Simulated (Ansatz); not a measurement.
Reaction (redistribution): `[OH][SnH]([OH])[Br]` + `PS` → `[OH][SnH2][Br]` + `OPS`

Gas-phase electronic energies from Ansatz, PBE0-D4/def2-TZVP geometries. CBS: MP2 limit from def2 TZ/QZ plus the TZ coupled-cluster correction, frozen cores. This one scheme is used for every species. DFT in def2-TZVPP. def2 core potentials past Kr. For Br, Sn outer-core shells are correlated without core-valence functions, which leaves a few kJ/mol of doubt a bond. Scalar relativity is left out up to krypton. One conformer a species, not always the lowest.

| species | PBE-D4 energy (Eh) |
| --- | --- |
| `[OH][SnH]([OH])[Br]` | -2940.31900 |
| `PS` | -741.04383 |
| `[OH][SnH2][Br]` | -2865.10059 |
| `OPS` | -816.25664 |

(1) Work out ΔE.

Largest T1 diagnostic among the species: 0.014.

Answers

(1) ΔE = (-2865.10059) + (-816.25664) − (-2940.31900) − (-741.04383) = 0.00560 Eh = +3.5 kcal/mol. CCSD(T)/CBS gives +5.5 kcal/mol.

In def2-TZVPP, CCSD(T) changes the Hartree–Fock value by +1.2 kcal/mol (the triples alone add +0.2 kcal/mol) and MP2 by +1.6 kcal/mol. Leaving LDA and LC-ωPBE aside and taking each functional with its dispersion term where it has one, the values, not all of them listed here, spread over 1.2 kcal/mol, from ωB97M-V to B2PLYP. LDA lies −2.4 kcal/mol from PBE without D4. At CCSD(T), def2-SVP lies +1.8 kcal/mol from the extrapolated value and def2-TZVPP −0.4 kcal/mol.
